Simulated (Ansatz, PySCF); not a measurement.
Reaction 2 R1 → P1 + P2, each structure at its B3LYP-D3(BJ)/def2-TZVP stationary point, reached from a drawn start (curvature not checked).
P1: I3Se (SMILES I[Se](I)I), charge 0, multiplicity 2.
R1, I2Se (SMILES I[Se]I) (charge 0, multiplicity 1):
```json
[
 {"atom": "Se", "x (Å)": "0.0048", "y (Å)": "0.0048", "z (Å)": "-1.0380"},
 {"atom": "I", "x (Å)": "2.0007", "y (Å)": "-0.0061", "z (Å)": "0.5283"},
 {"atom": "I", "x (Å)": "-2.0055", "y (Å)": "0.0013", "z (Å)": "0.5097"}
]
```
P2, ISe (SMILES [Se]I) (charge 0, multiplicity 2):
```xyz
2

Se    -0.0089    -0.0180    -1.2367
I      0.0089     0.0180     1.2367
```

P less R. No zero-point or thermal terms; singlets are restricted closed shells; open shells are unrestricted; no spin–orbit coupling.

Programs: Ansatz (Gaussian basis) for Hartree–Fock, density functionals and correlated methods; PySCF for the D3/D4 terms. All values are computed, each at the level named. Elements past Kr take the def2 small-core potentials, without spin–orbit coupling.

### Question
One of these levels gives 24.72 kcal/mol for the reaction energy. Name it.
A. B3LYP-D4/def2-TZVPP
B. revPBE-D3(BJ)/def2-TZVPP
C. PBE0/def2-TZVPP
D. wB97M-V/def2-TZVPP

### Answer
A, B3LYP-D4/def2-TZVPP. The others give 21.01 (revPBE-D3(BJ)/def2-TZVPP), 28.11 (PBE0/def2-TZVPP), 35.22 (wB97M-V/def2-TZVPP)

Ansatz is an electronic-structure program.
